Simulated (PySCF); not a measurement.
C₆ coefficients of unlike pairs at PBE0

Calculated with PySCF 2.14 from the dipole response of each species, C₆(A,B) = (3/π) ∫ α_A(iu) α_B(iu) du, in atomic units, from isotropic polarisabilities. For ions this is the dispersion term alone; charge-induced terms of lower order in 1/R come first.

```tsv
species	configuration	basis	relativity	α (bohr³)	C₆ (like pair)
B⁺	[He] 2s2 (1S)	aug-cc-pwCVTZ (7s6p4d2f)	none	10.76	29.29
Kr	[Kr] (1S)	aug-cc-pwCVTZ-PP with ECP10MDF (8s7p6d4f1g)	core potential	17.20	134.7
Zn⁺	[Ar] 3d10 4s1 (2S)	aug-cc-pwCVDZ-PP with ECP10MDF (6s6p5d3f)	core potential	17.84	69.03
Ga²⁺	[Ar] 3d10 4s1 (2S)	def2-TZVPPD (7s5p5d1f)	none	10.51	30.10
```

(1) Estimate C₆ for Ga²⁺ with Zn⁺.

No spin-orbit coupling is included.

The other pairs:

```
    pair     C₆
  Kr, B⁺  60.25
 Zn⁺, Kr  91.97
Ga²⁺, B⁺  29.59
 Zn⁺, B⁺  44.64
Ga²⁺, Kr  62.17
```

Answers

(1) The integral gives 45.31. The combination rule 2 C_A C_B / (C_A α_B/α_A + C_B α_A/α_B) gives 45.29 and the geometric mean 45.58.
